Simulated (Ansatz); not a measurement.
```yaml
crystal:
  periodic: [false, false, false]
  atoms:
    - {symbol: C, position_ang: [2.013250, -0.486382, -0.515149]}
    - {symbol: N, position_ang: [0.822509, -0.653595, 0.254888]}
    - {symbol: Ge, position_ang: [0.781717, -2.067168, 1.372220]}
    - {symbol: Si, position_ang: [-0.467091, 0.476712, -0.122665]}
    - {symbol: C, position_ang: [-0.970661, 0.280317, -1.937643]}
    - {symbol: C, position_ang: [-1.963549, 0.168415, 0.885275]}
    - {symbol: C, position_ang: [0.050162, 2.247574, 0.037949]}
    - {symbol: H, position_ang: [2.137289, 0.523849, -0.933072]}
    - {symbol: H, position_ang: [2.068852, -1.256236, -1.326926]}
    - {symbol: H, position_ang: [2.965690, -0.694872, 0.143574]}
    - {symbol: H, position_ang: [0.561942, -3.332885, 0.534513]}
    - {symbol: H, position_ang: [-0.404103, -1.884652, 2.342981]}
    - {symbol: H, position_ang: [1.998310, -2.119127, 2.082960]}
    - {symbol: H, position_ang: [-0.100919, 0.389478, -2.615692]}
    - {symbol: H, position_ang: [-1.280415, -0.758400, -2.149196]}
    - {symbol: H, position_ang: [-1.737513, 0.939194, -2.201387]}
    - {symbol: H, position_ang: [-1.763358, 0.278408, 1.974116]}
    - {symbol: H, position_ang: [-2.389132, -0.886034, 0.812027]}
    - {symbol: H, position_ang: [-2.760685, 0.803353, 0.726789]}
    - {symbol: H, position_ang: [0.907025, 2.525679, -0.504612]}
    - {symbol: H, position_ang: [0.314187, 2.455380, 1.118703]}
    - {symbol: H, position_ang: [-0.746657, 2.922511, -0.166637]}
basis:
  gaussian: {orbitals: def2-TZVPD}
magnetization: {spin_polarized: true, initial_magnetization: 6}
hamiltonian: {xc: {name: rPW86-PBE}, dispersion: d3bjatm}
accuracy: high
```

```sh
$ ansatz run in.yaml --threads 5 --pin off --events-out ev --progress --plain --max-ram 66560MiB --backend cuda --devices 0, --max-vram 37GiB
```

Shortened log:

```
Functional definition: rPW86-PBE
6972 factors; integrals over basis functions are off by at most 9.3e-9 eV
mean field evaluation 1: about -70248.4961 eV, gradient 1.0e2 eV
mean field evaluation 2: about -68982.3537 eV, gradient 3.7e2 eV
mean field evaluation 4: about -70219.3487 eV, gradient 1.0e2 eV
mean field evaluation 8: about -70296.0928 eV, gradient 2.9e1 eV
mean field evaluation 16: about -70306.0107 eV, gradient 1.8e-1 eV
mean field evaluation 64: about -70305.9210 eV, gradient 4.2e-1 eV
mean field evaluation 96: about -70305.1514 eV, gradient 1.2e0 eV
mean field evaluation 128: about -70305.9767 eV, gradient 1.0e0 eV
mean field -70306.01508805 eV, -2583.6983993574 hartree, gradient 3.4e-8 eV, S^2 12.006822; 10 other end points of the search recorded, 0 dependent functions left out
reference -70306.01510588 eV, -2583.6984000123 hartree; 49, 43 occupied and 368, 374 virtual orbitals, 6972 factors
Total energy: -70306.63544066 eV, -2583.7211968952 hartree
```

Question: Something in this input is off. What?

Answer: The spin is set far too high for this molecule. The calculation finished and met its thresholds. The result belongs to that input, not to the molecule as meant.
